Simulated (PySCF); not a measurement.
**Fractional electron number in Pr (praseodymium, neutral)**

The 6s beta orbital of [Xe] 4f3 6s2 is emptied in steps (occupation f), with all orbitals relaxed, ending at [Xe] 4f3 6s1. All numbers are calculated (PySCF 2.14, scalar relativity through the core potential, in def2-TZVP with the def2 core potential (28 electrons) (10s7p5d4f1g, 93 functions)). The exact energy is a straight line in f; departures are measured from the line between the end points of the same method.

```json
{"f": "1", "BLYP (eV)": "0.000"}
{"f": "0.9", "BLYP (eV)": "-0.202"}
{"f": "0.7", "BLYP (eV)": "-0.476"}
{"f": "0.5", "BLYP (eV)": "-0.572"}
{"f": "0.3", "BLYP (eV)": "-0.484"}
{"f": "0.1", "BLYP (eV)": "-0.208"}
{"f": "0", "BLYP (eV)": "0.000"}
```

Task: For BLYP, how does the orbital energy at f = 1 compare with the removal energy?

Result: −ε = 3.229 eV against a total-energy difference of 5.465 eV. By Janak's theorem ε = ∂E/∂f, so the gap between them reflects the curvature. Along the path −ε is 3.658 (f = 0.9), 4.536 (f = 0.7), 5.441 (f = 0.5), 6.372 (f = 0.3), 7.320 (f = 0.1) eV.

Reference removal energy between the ground levels: 5.470 eV (semi-empirical (NIST evaluation); NIST Atomic Spectra Database, ionization energies). The calculation has no spin-orbit coupling.
